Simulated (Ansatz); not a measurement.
SnTe2 was relaxed with PBE-D4 (def2-SVP) in Ansatz in these states: charge +1 doublet, neutral quintet, neutral singlet, neutral triplet. The geometries follow in no particular order.

In the def2 sets Sn, Te take a core potential; there is no spin–orbit coupling.

A:

```xyz
3

Sn   -0.064   -1.548   -0.367
Te   -1.348    0.912   -0.158
Te    1.412    0.636    0.525
```

B:

```tsv
atom	x (Å)	y (Å)	z (Å)
Sn1	-1.122	-0.744	-0.553
Te2	1.649	-0.351	-0.959
Te3	-0.527	1.096	1.512
```

C:

```csv
atom,x (Å),y (Å),z (Å)
Sn1,-0.8585,1.2103,0.7923
Te2,1.3702,-0.5824,0.5888
Te3,-0.5117,-0.6278,-1.3811
```

D:

Cartesian coordinates in Å:
```
Sn 0.625 -0.958 -1.345
Te -1.013 1.235 -0.191
Te 0.387 -0.278 1.536
```

**Question.** Judge from the bond lengths which geometry belongs to which state (an estimate).

**Answer.** A is the neutral singlet (Te2–Te3 2.857 Å, Sn1–Te3 2.782 Å, Sn1–Te2 2.782 Å); B is the neutral quintet (Te2–Te3 3.597 Å, Sn1–Te3 2.829 Å, Sn1–Te2 2.829 Å); C is the charge +1 doublet (Te2–Te3 2.725 Å, Sn1–Te3 2.867 Å, Sn1–Te2 2.867 Å); D is the neutral triplet (Te2–Te3 2.689 Å, Sn1–Te3 2.971 Å, Sn1–Te2 2.971 Å).

At PBE0-D4/def2-TZVP a singlet lies 3.00 eV below the neutral quintet. At PBE0-D4/def2-TZVP a singlet lies 0.97 eV below the neutral triplet. These are the stationary points nearest to one start from a short search; other shapes may lie lower in each state.
